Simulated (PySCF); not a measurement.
C4H6Si, SMILES C#C[SiH2]C=C.

Geometry: r2SCAN-D4/def2-SVP. Other conformers were not sampled.

Calculation: TDA-LC-ωPBE/def2-SVPD run with PySCF 2.14.0.

Vertical excitations. Gas-phase values at a fixed geometry.

Computed lowest excited states:
```tsv
state	energy (eV)	λ (nm)	f	main pairs
S1	6.02	206	0.000	HOMO−1→LUMO+1 32 %, HOMO−1→LUMO+2 12 %, HOMO−2→LUMO 6 %, HOMO−1→LUMO 6 %
S2	6.33	196	0.005	HOMO−1→LUMO+1 17 %, HOMO−2→LUMO+2 11 %, HOMO−1→LUMO+2 11 %, HOMO→LUMO 10 %
S3	6.35	195	0.001	HOMO−1→LUMO+2 16 %, HOMO−2→LUMO+1 14 %, HOMO−1→LUMO 11 %, HOMO→LUMO+1 11 %
S4	6.94	179	0.006	HOMO−3→LUMO 51 %, HOMO−1→LUMO 15 %
S5	7.80	159	0.728	HOMO→LUMO 60 %, HOMO−2→LUMO 21 %
S6	8.17	152	0.021	HOMO→LUMO+1 24 %, HOMO→LUMO+2 22 %, HOMO−2→LUMO+1 9 %, HOMO−2→LUMO+2 9 %
S7	8.42	147	0.049	HOMO−1→LUMO 23 %, HOMO−1→LUMO+3 20 %, HOMO−2→LUMO 12 %, HOMO−2→LUMO+3 8 %
S8	8.59	144	0.005	HOMO→LUMO+1 21 %, HOMO−2→LUMO+2 12 %, HOMO→LUMO+2 11 %, HOMO→LUMO+4 8 %
S9	8.60	144	0.041	HOMO→LUMO+3 23 %, HOMO−1→LUMO+3 11 %, HOMO−2→LUMO+3 10 %, HOMO−2→LUMO 7 %
S10	8.71	142	0.008	HOMO−1→LUMO+3 20 %, HOMO−1→LUMO+2 13 %, HOMO−1→LUMO+1 11 %, HOMO−2→LUMO+1 10 %
T1	4.03	308	0	HOMO→LUMO 50 %, HOMO−2→LUMO 27 %
T2	4.73	262	0	HOMO−2→LUMO+1 13 %, HOMO−1→LUMO+2 12 %, HOMO→LUMO+1 11 %, HOMO−1→LUMO+3 10 %
T3	5.26	235	0	HOMO−1→LUMO+1 23 %, HOMO−2→LUMO+2 14 %, HOMO−1→LUMO 11 %, HOMO→LUMO+2 9 %
T4	5.27	235	0	HOMO−1→LUMO+2 26 %, HOMO−2→LUMO+1 9 %, HOMO→LUMO+1 9 %, HOMO−2→LUMO 7 %
```
Triplets are in the Tamm–Dancoff approximation.
